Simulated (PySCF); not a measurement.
Shapes and spin states of RuF₄

Computed with PBE0 in PySCF with Ru def2-SVP with ECP28, F def2-SVP; scalar-relativistic core potentials, no spin–orbit coupling; density-fitted integrals.

Relaxations began from a few typed shapes and spin states; open shells are unrestricted. The search is not exhaustive: other isomers or separated fragments can lie lower, and high-lying points may rest on an excited occupation.

Problem. Order these stationary points by electronic energy, lowest first, in kJ/mol from the lowest minimum.
A. triplet C2v: Ru–F 1.809 Å (×2), Ru–F 1.836 Å (×2); F–Ru–F 94.9° (×4), F–Ru–F 118.4°, F–Ru–F 160.6°
B. quintet D2d: Ru–F 1.837 Å (×4); F–Ru–F 90.7° (×4), F–Ru–F 167.6° (×2)
C. triplet D2d: Ru–F 1.834 Å (×4); F–Ru–F 91.1° (×2), F–Ru–F 119.3° (×4)
D. singlet (closed shell, unstable to spin polarisation) D4h: Ru–F 1.845 Å (×4); F–Ru–F 90.0° (×4), F–Ru–F 180.0° (×2)
E. singlet Td: Ru–F 1.823 Å (×4); F–Ru–F 109.5° (×6)
F. triplet (⟨S²⟩ 2.62) D4h: Ru–F 1.820 Å (×4); F–Ru–F 90.0° (×4), F–Ru–F 180.0° (×2)

Solution. B (0.0), A (67.2), F (72.2), E (88.5), C (121.8), D (258.9).

Problem. Which of them are minima?

Solution. By energy in kJ/mol, 0.0: minimum; 67.2: minimum; 72.2: minimum; 88.5: minimum; 121.8: saddle point, 3 imaginary modes; 258.9: minimum of the closed-shell surface only.

Formally Ru is in oxidation state +4, d4, with 4 unpaired electrons (the high-spin count). The Mulliken spin on Ru is 3.21. The polar-tensor charge on Ru, 2.31, is far below the formal one.

For the lowest minimum: open d and f shells are described by one determinant, and the ground state may have another occupation or spin.

The electron or spin density has lower symmetry than the nuclear frame for the triplet (⟨S²⟩ 2.62) D4h at 72.2 kJ/mol.
